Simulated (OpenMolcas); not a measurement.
## V2+ in CaO: curves along the breathing mode

V2+ with its 6 nearest oxide ions, on the Ca site of CaO (a = 4.8105 Å, distance in the model lattice 2.405 Å). The rest of the host is ab initio model potentials to 7.6 Å, with orthogonalisation functions on the cations behind the ligands, and point charges beyond; the distance is set by hand and nothing relaxes. Ligand basis ANO-RCC-VDZP.

| Item | Value |
| --- | --- |
| Program | OpenMolcas |
| Method | SS-CASPT2, IPEA 0.25 Eh, imaginary shift 0.1 Eh (closed shells correlated: 3s 3p and the ligand valence shells) |
| Basis | ANO-RCC-VDZP [5s4p2d1f] |
| Scalar Hamiltonian | DKH2, point nucleus |
| Active space | 3 electrons in 5 orbitals (3d) |
| State averaging | 2S+1 = 4 even, 10 roots; 2S+1 = 2 even, 40 roots |
| Spin-orbit coupling | RASSI with atomic mean-field integrals over the reference wave functions |

Spin-free energies (labels of O, the rotations of Oh) in cm-1 above the lowest fitted minimum, as all ligands move together:

```tsv
R (Å)	4A2	2E	4T2	2T1	2T2	4T1	2A1
2.104	7610	20480	23250	21240	26640	30220	33080
2.153	3040	15900	17980	16700	21880	24380	27470
2.203	570	13410	14520	14240	19230	20710	24060
2.252	70	12890	13150	13720	18550	19130	22740
2.302	1330	14130	13660	14980	19650	19440	23260
2.351	4210	16980	15880	17840	22380	21490	25500
2.401	8730	21480	19820	22330	26720	25270	29470
```

Cubic fits give the following; the wavenumber is harmonic, with the mass of all moving ligands, small differences in it between states hang on the degree of the fit, a number in brackets counts states of one label, and the table is a selection of at most 14 states with clean curves.

```csv
State,R0 (Å),Breathing mode (cm-1),Minimum (cm-1)
4A2,2.241,513,0
2E,2.242,512,12820
4T2,2.264,514,13120
2T1,2.242,511,13670
2T2,2.246,512,18520
4T1,2.268,518,19020
2A1,2.262,518,22670
2T2(2),2.264,515,26580
2E(2),2.262,518,27250
4T1(2),2.280,525,29160
2T1(3),2.266,513,31470
2T2(3),2.258,509,37470
2A2,2.261,516,37820
2T1(4),2.283,523,40260
```

The minimum of 4T2 is shifted by +0.0228 Å against 4A2 (from the unrounded fits). With M = 96.0 u for the moving shell, the Huang-Rhys factor in this mode is S = M ω ΔR² / 2ħ = 0.01483 × 96.0 × 513 × 0.0228² = 0.38. Only the first shell moves, against a rigid host.

Roots that are degenerate in the reference are averaged as groups; the widest CASPT2 spread within a group is 600 cm-1 (the 3-fold group of multiplicity 4 near 15600 cm-1 above the lowest state of its run, R = 2.104). Shifts and gaps below about the spread of the groups concerned are not significant. Over all roots computed the reference weight is 0.71 to 0.72 in R = 2.104, 0.71 to 0.72 in R = 2.153, 0.71 to 0.72 in R = 2.203, 0.71 to 0.72 in R = 2.252, 0.71 to 0.72 in R = 2.302, 0.71 to 0.72 in R = 2.351, 0.71 to 0.72 in R = 2.401; a low but even weight reflects the number of correlated electrons. Ligand-to-metal charge-transfer states are missing. With no ligand orbital active B as a rule stays too high, so bands that hang on it stand too high and its fall with covalency is understated. With one d shell and no ligand orbital active, 10Dq can be off by tens of per cent for divalent 3d ions, low with halides held by bare charges and at times high in hosts. Free-ion shares, where given, are those of the reference states; single-state CASPT2 does not remix them (holds for R = 2.252; R = 2.302; R = 2.351; R = 2.401). These CASPT2 states fit no ligand-field parameters well, so their order and spin gaps are uncertain (holds for R = 2.302; R = 2.351; R = 2.401). No measured value stands beside these numbers.
